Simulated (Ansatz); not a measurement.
`[O]=[Mo]([OH])([F])([F])[F]`, relaxed with RKS PBE-D4/def2-SVP in Ansatz from a rough embedded geometry. The force threshold is 0.03 eV/Å; the program also tests the step.

Charge 0, multiplicity 1. Mo: def2 effective core potential.

Start:

```xyz
7

O    -0.607   -1.174    0.367
Mo    0.164    0.390   -0.093
O     1.287   -0.617    1.154
F    -0.757   -1.103   -1.197
F    -0.369    1.108   -1.806
F    -1.408    1.676   -0.479
H     1.690   -0.279    2.054
```

**Question.** How much energy does the relaxation release, and in how many steps? (Estimate.)

**Answer.** The calculation gave: 1086.51 kJ/mol, in 13 steps, 1 of them rejected.

**Question.** Which bonds change most? (Best estimate.)

**Answer.** Ansatz gave: Mo2–F4 from 2.073 to 1.869 Å; Mo2–F6 from 2.067 to 1.869 Å; O1–Mo2 from 1.804 to 1.669 Å; Mo2–O3 from 1.957 to 1.868 Å.

**Question.** Give the relaxed structure. (An estimate is asked.)

**Answer.** Computed: 
```xyz
7

O    -1.501   -0.774    0.480
Mo   -0.245    0.053   -0.244
O     1.272   -0.040    0.842
F     0.465   -1.310   -1.307
F    -0.727    0.804   -1.883
F    -0.576    1.773    0.411
H     1.312   -0.507    1.701
```
